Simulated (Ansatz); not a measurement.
The cluster Be10 (the lowest singlet isomer of a short search). Total charge 0; singlet. Geometry PBE0/def2-SVP, basis def2-TZVP, Ansatz.

Cartesian coordinates in Å:
```
Be 0.614 1.652 0.290
Be 1.218 -1.362 -1.272
Be 0.308 0.001 1.760
Be 0.240 -1.680 0.557
Be -1.226 1.025 -0.797
Be 1.761 -0.069 0.290
Be 0.676 0.652 -1.520
Be -1.535 -0.623 0.668
Be -1.216 1.361 1.276
Be -0.841 -0.956 -1.252
```

| run | HOMO (eV) | LUMO (eV) |
| --- | --- | --- |
| A | -5.36 | -3.02 |
| B | -5.47 | -3.00 |
| C | -6.99 | -1.45 |
| D | -6.00 | -2.08 |
| E | -4.76 | -3.51 |
| F | -4.94 | -3.54 |

LC-ωPBE has ω = 0.4 bohr⁻¹. The structure comes from a short search, and lower isomers may exist.

**Question.** The runs used B97M-V, CAM-B3LYP, LC-ωPBE, PBE0, r2SCAN, r2SCAN0. Estimate which is which.

**Answer.** A PBE0 (25 % exact exchange); B r2SCAN0 (25 % exact exchange); C LC-ωPBE (range-separated); D CAM-B3LYP (range-separated); E B97M-V (0 % exact exchange); F r2SCAN (0 % exact exchange). Exact exchange lowers occupied and raises empty levels; among semilocal functionals meta-GGAs tend to open the gap a little, and such runs are hard to tell apart. The gap grows from 1.25 eV (B97M-V) to 5.54 eV (LC-ωPBE). The restricted singlet is unstable towards broken spin symmetry in Hartree–Fock (as tested in another run); at PBE0/def2-TZVP, r2SCAN0/def2-TZVP, LC-ωPBE/def2-TZVP, CAM-B3LYP/def2-TZVP and others this wasn't settled.
